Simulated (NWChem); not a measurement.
The numbers come from NWChem runs, not from measurements. System: disilazane (H₇NSi₂), charge 0, spin multiplicity 1, at a geometry optimised with PBE/def2-SVP. Level: TD-B3LYP/def2-SVP, VWN1-RPA local correlation.

NWChem printed:

```
             Northwest Computational Chemistry Package (NWChem) 7.3.0
             --------------------------------------------------------

                                NWChem Input Module
                                -------------------

 Scaling coordinates for geometry "geometry" by  1.889725989
 (inverse scale =  0.529177249)

 Turning off AUTOSYM since
 SYMMETRY directive was detected!

                             Geometry "geometry" -> ""
                             -------------------------

 Output coordinates in angstroms (scale by  1.889725989 to convert to a.u.)

  No.       Tag          Charge          X              Y              Z
 ---- ---------------- ---------- -------------- -------------- --------------
    1 Si                  14.0000    -0.11371500    -0.07150000    -1.58450500
    2 N                    7.0000     0.52920400     0.32249700     0.00000000
    3 Si                  14.0000    -0.11371500    -0.07150000     1.58450500
    4 H                    1.0000     1.00649800    -0.44468500    -2.52045000
    5 H                    1.0000    -1.04915700    -1.23408700    -1.41145500
    6 H                    1.0000    -0.87487500     1.05965300    -2.23393500
    7 H                    1.0000     1.31465800     0.98275500     0.00000000
    8 H                    1.0000    -0.87487500     1.05965300     2.23393500
    9 H                    1.0000     1.00649800    -0.44468500     2.52045000
   10 H                    1.0000    -1.04915700    -1.23408700     1.41145500

 Effective nuclear repulsion energy (a.u.)     154.4114372340

            Nuclear Dipole moment (a.u.)
            ----------------------------
        X                 Y               Z
 ---------------- ---------------- ----------------
    -0.0000037795    -0.0000075589     0.0000000000

      Symmetry information
      --------------------

 Group name             Cs
 Group number              2
 Group order               2
 No. of unique centers     6

      Symmetry unique atoms

     1    2    4    5    6    7


 Summary of "ao basis" -> "" (spherical)
 ------------------------------------------------------------------------------
       Tag                 Description            Shells   Functions and Types
 ---------------- ------------------------------  ------  ---------------------
 *                          def2-svp                  on all atoms

                                 NWChem DFT Module
[...]
         |d_h->e| =   0.3979 Angstrom
            d_exc =   2.9828 Angstrom
            d_CD1 =   1.1992 Angstrom
            d_CD2 =  -1.7386 Angstrom
            d_CD3 =   3.3808 Angstrom
     Pearson C.C. =   0.0808

     Occ.   19  a"  ---  Virt.   22  a'   0.11001 X
     Occ.   21  a'  ---  Virt.   24  a"   0.97941 X
     Occ.   21  a'  ---  Virt.   25  a"   0.10021 X
     Occ.   21  a'  ---  Virt.   28  a"   0.10274 X
  ----------------------------------------------------------------------------
  Root   4 singlet a"             0.292279389 a.u.                7.9533 eV
  ----------------------------------------------------------------------------
     Transition Moments    X  0.00000   Y  0.00000   Z  0.05643
     Transition Moments   XX -0.00000  XY -0.00000  XZ -1.09091
     Transition Moments   YY -0.00000  YZ  0.62980  ZZ -0.00000
     Dipole Oscillator Strength                    0.0006205190
     Electric Quadrupole                           0.0000002110
     Magnetic Dipole                               0.0000078575
     Total Oscillator Strength                     0.0006285875

          sigma_e =   2.6369 Angstrom
          sigma_h =   1.7601 Angstrom
         |d_h->e| =   0.6800 Angstrom
            d_exc =   3.0469 Angstrom
            d_CD1 =   1.5567 Angstrom
            d_CD2 =  -1.5186 Angstrom
            d_CD3 =   3.7269 Angstrom
     Pearson C.C. =   0.1325

     Occ.   19  a"  ---  Virt.   22  a'   0.19841 X
     Occ.   20  a"  ---  Virt.   22  a'   0.05176 X
     Occ.   21  a'  ---  Virt.   24  a"  -0.10709 X
     Occ.   21  a'  ---  Virt.   25  a"   0.94491 X
     Occ.   21  a'  ---  Virt.   28  a"  -0.15141 X
     Occ.   21  a'  ---  Virt.   30  a"   0.15681 X
  ----------------------------------------------------------------------------
  Root   5 singlet a"             0.304581984 a.u.                8.2881 eV
  ----------------------------------------------------------------------------
     Transition Moments    X -0.00000   Y  0.00000   Z  0.11670
     Transition Moments   XX -0.00000  XY -0.00000  XZ -0.82832
     Transition Moments   YY  0.00000  YZ -0.35797  ZZ -0.00000
     Dipole Oscillator Strength                    0.0027651979
     Electric Quadrupole                           0.0000001225
     Magnetic Dipole                               0.0000144883
     Total Oscillator Strength                     0.0027798087

          sigma_e =   2.4459 Angstrom
          sigma_h =   2.3176 Angstrom
         |d_h->e| =   0.6960 Angstrom
            d_exc =   3.2800 Angstrom
            d_CD1 =   0.8243 Angstrom
            d_CD2 =  -1.6858 Angstrom
            d_CD3 =   3.9759 Angstrom
     Pearson C.C. =   0.0953

     Occ.   18  a'  ---  Virt.   25  a"   0.08907 X
     Occ.   20  a"  ---  Virt.   22  a'  -0.98754 X
     Occ.   21  a'  ---  Virt.   25  a"   0.05626 X
     Occ.   21  a'  ---  Virt.   28  a"   0.06406 X
  ----------------------------------------------------------------------------
  Root   6 singlet a'             0.307648687 a.u.                8.3716 eV
  ----------------------------------------------------------------------------
     Transition Moments    X -0.25427   Y  0.36578   Z -0.00000
     Transition Moments   XX -0.63131  XY -0.45575  XZ  0.00000
     Transition Moments   YY  0.87904  YZ -0.00000  ZZ -0.47674
     Dipole Oscillator Strength                    0.0407015121
     Electric Quadrupole                           0.0000001393
     Magnetic Dipole                               0.0000000126
     Total Oscillator Strength                     0.0407016640

          sigma_e =   2.6877 Angstrom
          sigma_h =   1.6785 Angstrom
         |d_h->e| =   0.2716 Angstrom
            d_exc =   3.1848 Angstrom
            d_CD1 =   1.2807 Angstrom
            d_CD2 =  -1.9115 Angstrom
            d_CD3 =   3.4564 Angstrom
     Pearson C.C. =  -0.0032

     Occ.   17  a'  ---  Virt.   26  a'  -0.05927 X
     Occ.   18  a'  ---  Virt.   23  a'  -0.05328 X
     Occ.   21  a'  ---  Virt.   23  a'   0.09692 X
     Occ.   21  a'  ---  Virt.   26  a'  -0.76227 X
     Occ.   21  a'  ---  Virt.   27  a'  -0.55678 X
     Occ.   21  a'  ---  Virt.   29  a'   0.28977 X

              Target root =      1
          Target symmetry = none
      Ground state energy =   -637.792604493879
        Excitation energy =      0.225226308232
     Excited state energy =   -637.567378185647

  stored tddft:energy   -637.56737818564704

 Task  times  cpu:       91.7s     wall:       91.7s

 Total times  cpu:       91.7s     wall:       91.7s
```

Task: Write an NWChem input that would produce this output.

Result: Several could match; the one computed here: 
```
start mol
memory heap 200 mb stack 900 mb global 1100 mb
geometry units angstroms nocenter noautoz
  Si    -0.113715    -0.071500    -1.584505
  N      0.529204     0.322497     0.000000
  Si    -0.113715    -0.071500     1.584505
  H      1.006498    -0.444685    -2.520450
  H     -1.049157    -1.234087    -1.411455
  H     -0.874875     1.059653    -2.233935
  H      1.314658     0.982755     0.000000
  H     -0.874875     1.059653     2.233935
  H      1.006498    -0.444685     2.520450
  H     -1.049157    -1.234087     1.411455
  symmetry group Cs
end
basis spherical
  * library def2-svp
end
dft
  xc b3lyp
  semidirect memsize 60000000 filesize 0
  iterations 100
end
tddft
  rpa
  nroots 6
  notriplet
  thresh 1e-4
end
task tddft energy
```
